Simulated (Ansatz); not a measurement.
Start from `C=NCC` and change one atom or group to get `C=N[CH2][GaH][OH]`.

Ansatz, PBE0-D4/def2-TZVP geometries, multiplicity 1. Each molecule was computed in one conformer, which needn't be the lowest.

Scalar relativity is left out up to krypton.

| property | `C=NCC` |
| --- | --- |
| HOMO energy (PBE0/def2-TZVPP) / eV | -7.31 |
| HOMO–LUMO gap (B3LYP/def2-TZVPP) / eV | 6.54 |
| LUMO energy (ωB97M-V/def2-TZVPP) / eV | 1.93 |
| HOMO–LUMO gap (PBE/def2-TZVPP) / eV | 4.42 |
| size of the dipole moment (B3LYP/def2-TZVPP) / D | 1.40 |
| LUMO energy (B3LYP/def2-TZVPP) / eV | -0.56 |

Question: Give the same properties after the change, and the shifts. (An estimate is asked.)

Answer: Computed: 
```tsv
property	`C=N[CH2][GaH][OH]`	shift
HOMO energy (PBE0/def2-TZVPP) / eV	-7.45	-0.14
HOMO–LUMO gap (B3LYP/def2-TZVPP) / eV	6.06	-0.48
LUMO energy (ωB97M-V/def2-TZVPP) / eV	0.81	-1.12
HOMO–LUMO gap (PBE/def2-TZVPP) / eV	4.26	-0.16
size of the dipole moment (B3LYP/def2-TZVPP) / D	2.58	1.18
LUMO energy (B3LYP/def2-TZVPP) / eV	-1.19	-0.63
```

With PBE0 the HOMO falls by 0.14 eV and the LUMO falls by 0.62 eV, so the gap narrows by about 0.48 eV. PBE moves the HOMO by -0.21 eV and ωB97M-V by 0.04 eV. Dipoles are sizes alone; their direction can turn.

B3LYP here is the variant with VWN-RPA as its local correlation; programs differ in this.
